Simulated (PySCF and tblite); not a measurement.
Values are calculated unless marked as measured or tabulated.
System: C5H6ClNO, numbered as in [CH2:1]=[CH:2][NH:3][C:4](=[O:5])/[CH:6]=[CH:7]/[Cl:8].

Motion: rotation about the C2–N3 bond (torsion C1–C2–N3–C4 from 180° to 359°, rising). GFN2-xTB gives an electronic barrier of 8.7 kcal/mol and a reaction energy of 3.0 kcal/mol.

PBE0/pcSseg-1 + D3(BJ) on GFN2-xTB geometries gives 8.8 kcal/mol and k(298 K) = 1.2×10⁷ s⁻¹.

(1) What does PBE0/def2-SVP + D3(BJ) give on GFN2-xTB geometries?

Programs: tblite and PySCF.

## Answers

(1) A barrier of 9.6 kcal/mol, 0.8 above the first DFT barrier (from unrounded values), a reaction energy of 2.2 kcal/mol and, with GFN2-xTB thermal terms, ΔG‡(298 K) = 9.0 kcal/mol and k = 3.1×10⁶ s⁻¹ (2 equivalent paths).
